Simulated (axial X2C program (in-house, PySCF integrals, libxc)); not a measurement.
Excited states of BI by EOM-EE-CCSD

Calculated with an in-house all-electron X2C program for linear molecules (integrals from PySCF): two-component X2C with atomic mean-field Coulomb and Gaunt terms, Gaussian nuclei, basis I dyall-acv3z, B dyall-av3z with contracted cores.

R = 2.138 Å (near the PBE0 minimum at charge 0 of the determinant lowest at the starting distance; the state shown can have its own minimum elsewhere).

Vertical excitation energies from the closed-shell determinant state of BI:

```tsv
Ω	excitation (eV)	cm⁻¹	hole of the leading pair	particle of the leading pair	weight of the pair (for Ω = 0 its time-reversed partner can hold as much again)	singles weight
0⁻	2.003	16151	38% B pσ, 38% B sσ, 12% I pσ	78% B pπ, 11% I dπ	0.48	0.96
0⁺	2.011	16217	38% B sσ, 38% B pσ, 12% I pσ	78% B pπ, 11% I dπ	0.48	0.96
1	2.040	16456	38% B pσ, 38% B sσ, 13% I pσ	78% B pπ, 11% I dπ	0.50	0.96
2	2.081	16787	38% B pσ, 38% B sσ, 13% I pσ	76% B pπ, 11% I dπ	0.96	0.96
1	3.663	29546	43% B pσ, 23% I pσ, 22% B sσ	70% B pπ, 16% I dπ, 6% I pπ	0.48	0.93
1	4.480	36135	77% I pπ, 11% B pπ, 8% B dπ	68% B pπ, 21% I dπ	0.81	0.91
0⁻	4.496	36262	77% I pπ, 11% B pπ, 8% B dπ	66% B pπ, 21% I dπ, 6% I pπ	0.39	0.92
3	4.624	37295	77% I pπ, 11% B pπ, 8% B dπ	67% B pπ, 20% I dπ, 6% I pπ	0.91	0.91
2	4.697	37887	77% I pπ, 11% B pπ, 8% B dπ	69% B pπ, 20% I dπ	0.88	0.91
```

This point took 27 s on 1 thread of Arm Neoverse V1, on a shared host.

Reference electrons by ω block (each with its −ω partner): 1/2: 19, 3/2: 8, 5/2: 2. 10 electrons of BI correlated (inner shells frozen), 88 natural virtual spinors (a truncated set); levels can be off by some tenths of an eV. Roots sought by Ω: (0: 5, 1: 4, 2: 3, 3: 1); rows need 60 % singles weight and stop where some Ω has no more roots. Missing are any skipped roots, higher Ω and states of a further excitation; these come out far too high here and may in truth be low or lowest. T1 of the reference 0.023 (Lee–Taylor). Number of frozen shells: I 4 s, 3 p, 2 d; B 1 s.
